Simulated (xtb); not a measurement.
C2H6, charge +1, doublet, geometry from GFN2-xTB (a state made from the parent by changing its charge; the spin is typed, not shown lowest); GFN2-xTB run with xtb.

Input for xtb:
```
$ xtb mol.xyz --gfn 2 --chrg 1 --uhf 1 --hess --json

# file mol.xyz
8

C     -0.71874859     0.13634016    -0.02510292
C      0.71874859    -0.13634016     0.02510292
H     -1.25610398    -0.58656361    -0.67710659
H     -0.97235396     1.16105611    -0.29217710
H     -1.23187435    -0.16588763     0.91394436
H      0.97235396    -1.16105611     0.29217710
H      1.25610398     0.58656361     0.67710659
H      1.23187435     0.16588763    -0.91394436
```

Question: Predict the main parts of the log of this xtb run.

Answer: 
```
   ID    Z sym.   atoms
    1    6 C      1, 2
    2    1 H      3-8

           -------------------------------------------------
          |                Calculation Setup                |
           -------------------------------------------------

           -------------------------------------------------
          |                 G F N 2 - x T B                 |
           -------------------------------------------------

          ...................................................
          :                      SETUP                      :
          :.................................................:
          :  # basis functions                  14          :
          :  # atomic orbitals                  14          :
          :  # shells                           10          :
          :  # electrons                        13          :
          :  max. iterations                   250          :
          :  Hamiltonian                  GFN2-xTB          :
          :  restarted?                      false          :
          :  GBSA solvation                  false          :
          :  PC potential                    false          :
          :  electronic temp.          300.0000000     K    :
          :  accuracy                    1.0000000          :
          :  -> integral cutoff          0.2500000E+02      :
          :  -> integral neglect         0.1000000E-07      :
          :  -> SCF convergence          0.1000000E-05 Eh   :
          :  -> wf. convergence          0.1000000E-03 e    :
          :  Broyden damping             0.4000000          :
          :  net charge                          1          :
          :  unpaired electrons                  1          :
          ...................................................

 iter      E             dE          RMSdq      gap      omega  full diag
   1     -6.8933238 -0.689332E+01  0.239E+00   14.47       0.0  T
   2     -6.8953089 -0.198510E-02  0.144E+00   14.35       1.0  T
   3     -6.8956917 -0.382783E-03  0.224E-01   14.15       1.0  T
   4     -6.8956966 -0.496373E-05  0.109E-01   14.14       1.0  T
   5     -6.8956981 -0.149218E-05  0.117E-02   14.15       3.0  T
   6     -6.8956982 -0.527371E-07  0.116E-03   14.15      30.4  T
   7     -6.8956982 -0.287744E-08  0.486E-04   14.15      72.8  T
   8     -6.8956982 -0.531220E-11  0.156E-05   14.15    2270.6  T

   *** convergence criteria satisfied after 8 iterations ***

[...]
         :: total energy              -6.783302400235 Eh    ::
[...]
          :  scaling factor                  1.0000000      :
          :  rotor cutoff                   50.0000000 cm⁻¹ :
          :  imag. cutoff                  -20.0000000 cm⁻¹ :
          :.................................................:

    mode    ω/cm⁻¹     T·S(HO)/kcal·mol⁻¹    T·S(FR)/kcal·mol⁻¹   T·S(vib)
   ------------------------------------------------------------------------
       1    274.32    -0.46774 ( 99.89%)    -0.55126 (  0.11%)    -0.46783
   ------------------------------------------------------------------------

   temp. (K)  partition function   enthalpy   heat capacity  entropy
                                   cal/mol     cal/K/mol   cal/K/mol   J/K/mol
 298.15  VIB   1.67                  670.163      6.400      3.271
         ROT  0.231E+04              888.752      2.981     18.369
         INT  0.386E+04             1558.916      9.381     21.639
         TR   0.160E+27             1481.254      4.968     36.120
         TOT                        3040.1694    14.3487    57.7588   241.6628

       T/K    H(0)-H(T)+PV         H(T)/Eh          T*S/Eh         G(T)/Eh
   ------------------------------------------------------------------------
    298.15    0.484482E-02    0.707010E-01    0.274431E-01    0.432579E-01
   ------------------------------------------------------------------------

         :::::::::::::::::::::::::::::::::::::::::::::::::::::
         ::                  THERMODYNAMIC                  ::
         :::::::::::::::::::::::::::::::::::::::::::::::::::::
         :: total free energy          -6.740044470018 Eh   ::
         ::.................................................::
         :: total energy               -6.783302400235 Eh   ::
         :: zero point energy           0.065856183659 Eh   ::
         :: G(RRHO) w/o ZPVE           -0.022598253441 Eh   ::
         :: G(RRHO) contrib.            0.043257930218 Eh   ::
         :::::::::::::::::::::::::::::::::::::::::::::::::::::

           -------------------------------------------------
          | TOTAL ENERGY               -6.783302400235 Eh   |
          | TOTAL ENTHALPY             -6.712601398212 Eh   |
          | TOTAL FREE ENERGY          -6.740044470018 Eh   |
          | GRADIENT NORM               0.000058908035 Eh/α |
          | HOMO-LUMO GAP              14.145836332465 eV   |
           -------------------------------------------------

normal termination of xtb
```
